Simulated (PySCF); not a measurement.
Ge(NH2)2 (GeH4N2), SMILES [NH2][Ge][NH2] (connectivity only; charge and spin as stated), neutral, multiplicity 1. Heavy atoms are numbered as in [Ge:1]([NH2:2])[NH2:5]. Hydrogens are named by the atom that carries them.

Coordinates come from a ωB97X-D3(BJ)/def2-TZVP optimisation. Other conformers were not sampled.

Level of theory: PBE0/pcSseg-1 in PySCF.

GIAO shieldings, no solvent; atoms alike by connectivity are averaged. δ = σ(ref) − σ: ⁷³Ge against GeH4 (σ = 1658.3 ppm); ¹⁵N against NH3 (σ = 267.4 ppm); ¹H against TMS (σ = 31.56 ppm), references at their B3LYP-D3(BJ)/def2-TZVP geometries, non-relativistic.

```tsv
atoms	nucleus	count	δ (ppm)
Ge1	⁷³Ge	1	?
N2 (NH2)	¹⁵N	2	112.5
H on N2	¹H	4	3.45
```

Problem. Fill in the missing entries. (The exact figures need the calculation; the answer reports its results.)

Solution. 
- Ge1, δ (ppm): 583.7
